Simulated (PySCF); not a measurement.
Si(H)(OH)(SiH3)2 (H8OSi3), SMILES [SiH3][SiH](O)[SiH3].

Geometry: PBE0-D3(BJ)/def2-SVP. The values are those of a single conformer.

Computed with TDDFT-PBE/def2-SVPD (PySCF).

Vertical excitations. Gas-phase values at a fixed geometry.

Task: Estimate the UV-visible absorptions. (The exact figures need the calculation; the answer reports its results.)

Result: 
```json
[
 {"state": "S1", "energy (eV)": "4.89", "λ (nm)": "254", "f": "0.001", "main pairs": "HOMO→LUMO 99 %"},
 {"state": "S2", "energy (eV)": "5.72", "λ (nm)": "217", "f": "0.101", "main pairs": "HOMO→LUMO+1 91 %"},
 {"state": "S3", "energy (eV)": "5.90", "λ (nm)": "210", "f": "0.010", "main pairs": "HOMO−1→LUMO 92 %"},
 {"state": "S4", "energy (eV)": "6.05", "λ (nm)": "205", "f": "0.018", "main pairs": "HOMO→LUMO+2 83 %, HOMO→LUMO+4 13 %"},
 {"state": "S5", "energy (eV)": "6.17", "λ (nm)": "201", "f": "0.019", "main pairs": "HOMO→LUMO+3 87 %"},
 {"state": "S6", "energy (eV)": "6.33", "λ (nm)": "196", "f": "0.162", "main pairs": "HOMO→LUMO+4 83 %"},
 {"state": "S7", "energy (eV)": "6.64", "λ (nm)": "187", "f": "0.006", "main pairs": "HOMO−1→LUMO+1 82 %"},
 {"state": "S8", "energy (eV)": "6.75", "λ (nm)": "184", "f": "0.007", "main pairs": "HOMO→LUMO+5 81 %"},
 {"state": "S9", "energy (eV)": "6.79", "λ (nm)": "183", "f": "0.055", "main pairs": "HOMO−2→LUMO 79 %, HOMO−3→LUMO 12 %"},
 {"state": "S10", "energy (eV)": "6.95", "λ (nm)": "178", "f": "0.010", "main pairs": "HOMO−3→LUMO 75 %, HOMO−1→LUMO+3 13 %"},
 {"state": "T1", "energy (eV)": "4.46", "λ (nm)": "278", "f": "0", "main pairs": "HOMO→LUMO 99 %"},
 {"state": "T2", "energy (eV)": "5.07", "λ (nm)": "245", "f": "0", "main pairs": "HOMO→LUMO+1 98 %"},
 {"state": "T3", "energy (eV)": "5.43", "λ (nm)": "228", "f": "0", "main pairs": "HOMO−1→LUMO 94 %"},
 {"state": "T4", "energy (eV)": "5.73", "λ (nm)": "216", "f": "0", "main pairs": "HOMO→LUMO+2 95 %"}
]
```
Triplets are in the Tamm–Dancoff approximation, which puts them higher than full response would, so one can lie above its singlet here.
